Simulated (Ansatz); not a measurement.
`C=[CH][AlH][CH3]` + `[SiH3]Cl` → `C=[CH][AlH][SiH2]Cl` + CH₄  (formal exchange of groups at the Al–C bond)

Isolated molecules relaxed with PBE0-D4/def2-TZVP in Ansatz; ΔE leaves out vibrations. CBS: MP2 limit from def2 TZ/QZ plus the TZ coupled-cluster correction, frozen cores. This one scheme is used for every species. Functionals use def2-TZVPP. B3LYP here is the variant with VWN-RPA as its local correlation; programs differ in this. Each species was taken in one conformer, which may not be the lowest.

`C=[CH][AlH][CH3]`:

Z-matrix (Å, degrees):
```
C
Al 1 1.954
H 1 1.092 2 112.4
H 1 1.095 2 111.3 3 -120.9
H 1 1.095 2 111.2 3 120.7
C 2 1.945 1 118.6 3 179.2
H 2 1.592 1 121.6 3 -0.8
C 6 1.336 2 120.8 1 -0.1
H 6 1.091 2 122.8 1 179.9
H 8 1.089 6 121.8 2 -0.0
H 8 1.089 6 123.1 2 180.0
```

`[SiH3]Cl`:

Cartesian coordinates in Å:
```
Si 0.056 0.062 0.097
Cl -0.834 -0.936 -1.461
H 1.370 -0.564 0.368
H -0.821 -0.044 1.286
H 0.230 1.481 -0.291
```

`C=[CH][AlH][SiH2]Cl`:

Z-matrix (Å, degrees):
```
Si
Cl 1 2.081
Al 1 2.466 2 113.7
H 1 1.490 2 106.0 3 123.6
H 1 1.490 2 106.0 3 -123.6
C 3 1.935 1 121.8 2 -0.1
H 3 1.591 1 116.7 2 179.9
C 6 1.338 3 121.9 1 0.3
H 6 1.091 3 121.4 1 -179.8
H 8 1.087 6 122.1 3 -0.1
H 8 1.089 6 122.4 3 179.9
```

CH₄:

Z-matrix (Å, degrees):
```
C
H 1 1.090
H 1 1.090 2 109.5
H 1 1.090 2 109.5 3 -120.0
H 1 1.090 2 109.5 3 120.0
```

| level | ΔE (kJ/mol) | difference from CCSD(T)/CBS |
| --- | --- | --- |
| PBE-D4 | -24.3 | -13.5 |
| r2SCAN-D4 | -13.3 | -2.5 |
| PBE0-D4 | -21.0 | -10.2 |
| B3LYP-D4 | -14.6 | -3.8 |
| ωB97X-V | -11.0 | -0.2 |
| ωB97M-V | -4.1 | 6.7 |
| B2PLYP | -7.8 | 3.0 |
| PBE | -21.2 | -10.4 |
| r2SCAN | -12.3 | -1.5 |
| PBE0 | -17.9 | -7.1 |
| B3LYP | -9.6 | 1.2 |
| HF/def2-TZVPP | -3.2 | 7.6 |
| MP2/def2-TZVPP | -4.5 | 6.3 |
| SCS-MP2/def2-TZVPP | -4.1 | 6.7 |
| CCSD/def2-TZVPP | -8.9 | 1.9 |
| CCSD(T)/def2-TZVPP | -10.6 | 0.2 |
| HF/def2-QZVPP | -2.0 | 8.8 |
| MP2/def2-QZVPP | -4.3 | 6.5 |
| SCS-MP2/def2-QZVPP | -3.8 | 7.0 |
| HF/CBS(def2) | -1.8 | 9.0 |
| MP2/CBS(def2) | -4.8 | 6.0 |
| CCSD/CBS(def2) | -9.2 | 1.6 |
| CCSD(T)/CBS | -10.8 | 0 |

Largest T1 diagnostic among the species: 0.011.

The D4 term adds −5.0 kJ/mol with B3LYP and −3.1 kJ/mol with PBE0; it sums over pairs of atoms, weighted by their polarisabilities, and B3LYP, whose exchange is more repulsive, gets the larger term. From PBE to PBE0 (25 % exact exchange), in def2-TZVPP and without D4, ΔE moves by +3.3 kJ/mol.
